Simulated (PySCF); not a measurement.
CH3NO, charge -1, doublet, geometry from GFN2-xTB (a state made from the parent by changing its charge; the spin is typed, not shown lowest) (in this run its highest filled SCF level lies above zero, so its values depend strongly on the basis, on diffuse functions most of all); TPSS/6-31G (PySCF).

Input for PySCF:
```python
from pyscf import gto, scf, dft

mol = gto.M(
    atom='''
N    -1.13582907    0.32405274   -0.19066188
C     0.34744379    0.34904840   -0.17494906
O     1.00751768   -0.57630258    0.46180924
H    -1.48580053   -0.39342065   -0.84955943
H    -1.40867198   -0.01672449    0.73214805
H     0.70047190    0.65790617   -1.19273504
''',
    basis='6-31g',
    charge=-1,
    spin=1,
    verbose=3,
)

mf = dft.UKS(mol)
mf.xc = 'tpss'
mf.grids.atom_grid = (99, 590)
mf.kernel()
mf.analyze()
```

Output, abridged:

```
converged SCF energy = -169.773440236231  <S^2> = 0.75228177  2S+1 = 2.0022805
**** MO energy ****
                             alpha | beta                alpha | beta
MO #1   energy= -18.5771174114098  | -18.5683162052302  occ= 1 | 1
MO #2   energy= -13.8699013305473  | -13.869740635795   occ= 1 | 1
MO #3   energy= -9.77689893944866  | -9.76715707513442  occ= 1 | 1
MO #4   energy= -0.64880029079855  | -0.63503326360282  occ= 1 | 1
MO #5   energy= -0.559683033357632 | -0.554739459532996 occ= 1 | 1
MO #6   energy= -0.286773005048795 | -0.271941080816009 occ= 1 | 1
MO #7   energy= -0.212445066626509 | -0.204988518569642 occ= 1 | 1
MO #8   energy= -0.130790642488436 | -0.124663558711545 occ= 1 | 1
MO #9   energy= -0.0814510607935008 | -0.0712789674155296 occ= 1 | 1
MO #10  energy= -0.0452841196741651 | -0.0120835337860512 occ= 1 | 1
MO #11  energy= 0.0281606804961814 | 0.0459686733611488 occ= 1 | 1
MO #12  energy= 0.0778781163945432 | 0.0837436418676216 occ= 1 | 1
MO #13  energy= 0.176938968530805  | 0.240533323375676  occ= 1 | 0
MO #14  energy= 0.276333017788848  | 0.286121108615921  occ= 0 | 0
MO #15  energy= 0.329030724795138  | 0.335427482723776  occ= 0 | 0
MO #16  energy= 0.364742340598839  | 0.375614909094856  occ= 0 | 0
MO #17  energy= 0.48557634189499   | 0.502111502909781  occ= 0 | 0
MO #18  energy= 0.500738036555231  | 0.515610461406046  occ= 0 | 0
MO #19  energy= 0.783183919569685  | 0.824389951136823  occ= 0 | 0
MO #20  energy= 0.837846762887346  | 0.856824867639954  occ= 0 | 0
MO #21  energy= 0.88695305122262   | 0.900427459572065  occ= 0 | 0

To work with the spin densities directly, `use mulliken_meta_spin()` only printing them here.

 ** Mulliken spin pop alpha/beta on meta-lowdin orthogonal AOs **
 ** Mulliken Spin Density (per atom)  **
spin density of  0 N =      0.00028
spin density of  1 C =      0.58831
spin density of  2 O =      0.32320
spin density of  3 H =      0.08367
spin density of  4 H =     -0.00177
spin density of  5 H =      0.00631
 ** Mulliken pop alpha/beta on meta-lowdin orthogonal AOs **
 ** Mulliken atomic charges   ( Nelec_alpha | Nelec_beta ) **
charge of  0N =     -0.51373  (     3.75701      3.75673 )
charge of  1C =     -0.07880  (     3.33356      2.74525 )
charge of  2O =     -0.64462  (     4.48391      4.16071 )
charge of  3H =      0.10266  (     0.49050      0.40684 )
charge of  4H =      0.15279  (     0.42272      0.42449 )
charge of  5H =     -0.01829  (     0.51230      0.50599 )

WARN: System has nonzero charge -1; the dipole moment is origin-dependent.
Location of origin: [0. 0. 0.]

Dipole moment(X, Y, Z, Debye): -2.09148, -0.78054, -0.62092
```
